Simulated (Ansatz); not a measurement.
Compare A (`N[SiH2][SiH](F)S`) with its isomer B (`N[Si](F)([SiH3])S`).

Gas-phase electronic energies from Ansatz, PBE0-D4/def2-TZVP geometries. CBS: MP2 limit from def2 TZ/QZ plus the TZ coupled-cluster correction, frozen cores. Functionals use def2-TZVPP. B3LYP here is the variant with VWN-RPA as its local correlation; programs differ in this. Each species was taken in one conformer, which may not be the lowest.

A:

```xyz
11

N     1.387    0.454    0.850
Si    0.192    1.065   -0.245
Si   -1.105   -0.794   -0.841
F    -0.296   -1.678   -1.915
S    -1.424   -1.854    0.968
H     1.761    1.077    1.550
H     2.116   -0.146    0.494
H    -0.644    2.025    0.523
H     0.729    1.770   -1.447
H    -2.438   -0.540   -1.439
H    -0.279   -1.380    1.503
```

B:

Z-matrix (Å, degrees):
```
Si
F 1 1.606
Si 1 2.337 2 108.0
N 1 1.696 2 114.5 3 121.9
S 1 2.133 2 102.0 3 -120.9
H 3 1.490 1 110.8 2 77.5
H 3 1.485 1 110.3 2 -43.3
H 3 1.487 1 109.0 2 -163.2
H 4 1.007 1 121.7 2 -82.3
H 4 1.008 1 121.5 2 72.5
H 5 1.344 1 92.9 2 -174.7
```

(1) Which is lower in electronic energy at CCSD(T)/CBS, and by how much? (Estimate.)

(2) Give E(B) − E(A) in kcal/mol with B2PLYP, HF/def2-TZVPP, CCSD(T)/def2-TZVPP, B3LYP, MP2/def2-TZVPP, PBE0-D4, r2SCAN-D4. (An estimate is asked.)

Largest T1 diagnostic: 0.012.

Results:

(1) Computed: B, by 7.0 kcal/mol.

(2) The calculation gave: B2PLYP -6.8, HF/def2-TZVPP -7.7, CCSD(T)/def2-TZVPP -7.1, B3LYP -6.7, MP2/def2-TZVPP -6.8, PBE0-D4 -6.7, r2SCAN-D4 -7.1. None reverses the order clearly.
